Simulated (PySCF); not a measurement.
One molecule, many functionals

C4H12GeSi.
SMILES: `C1CC[CH]1[GeH2][SiH3]`

Linear-response calculations in the def2-SVPD basis (PySCF; singlets by full response, triplets Tamm–Dancoff, core orbitals frozen in the response; HF means time-dependent Hartree–Fock). 'Strongest' is the level of largest summed f among the singlets computed (10 roots, of which the last may lack a degenerate partner); it can jump between rows when another state enters that window. S1 is the lowest singlet of each run and needn't be the same state throughout; f(S1) is that of one state. One conformer (not necessarily the lowest) at the PBE0-D3(BJ)/def2-SVP geometry, without solvent, vibrations or thermal averaging. Relativistic effects, spin–orbit coupling among them, are left out although an element past zinc is present.

```tsv
functional	kind	S1 (eV)	f(S1)	strongest (eV)	T1 (eV)	HOMO (eV)	gap (eV)	ionisation energy, ΔSCF (eV)
LDA	LDA	6.07	0.002	6.77	5.79	-6.63	5.92	9.16
PBE	GGA	6.18	0.002	6.87	5.81	-6.56	6.04	9.08
B3LYP	global hybrid, 20% exact exchange	6.69	0.010	7.38	6.19	-7.50	7.50	9.40
PBE0	global hybrid, 25% exact exchange	6.85	0.017	7.34	6.19	-7.69	7.92	9.41
BHandHLYP	global hybrid, 50% exact exchange	7.28	0.038	7.77	6.51	-8.72	9.59	9.56
CAM-B3LYP	range-separated hybrid	7.11	0.025	7.59	6.42	-8.96	9.96	9.60
wB97X-D	range-separated hybrid	7.22	0.039	7.71	6.50	-9.47	11.30	9.55
LC-wPBE	range-separated hybrid	7.51	0.052	8.12	6.55	-10.25	12.25	9.79
```

Question: What does HF (Hartree–Fock) give?

Answer: S1 (eV) 7.90, f(S1) 0.080, strongest (eV) 8.45, T1 (eV) 6.70, HOMO (eV) -10.30, gap (eV) 12.69, ionisation energy, ΔSCF (eV) not settled. S1 runs from 6.07 eV (LDA) to 7.90 eV (HF), a spread of 1.83 eV, while the orbital gap spreads over 6.8 eV. Along PBE (0%), B3LYP (20%), PBE0 (25%), BHandHLYP (50%), HF (100%) S1 rises with the share of exact exchange. −ε(HOMO) comes closest to its own ΔSCF ionisation energy with wB97X-D (-0.08 eV) and misses most with LDA (-2.53 eV). 'Not settled' means that the ion's SCF failed to converge or may have ended in another state than the lowest.
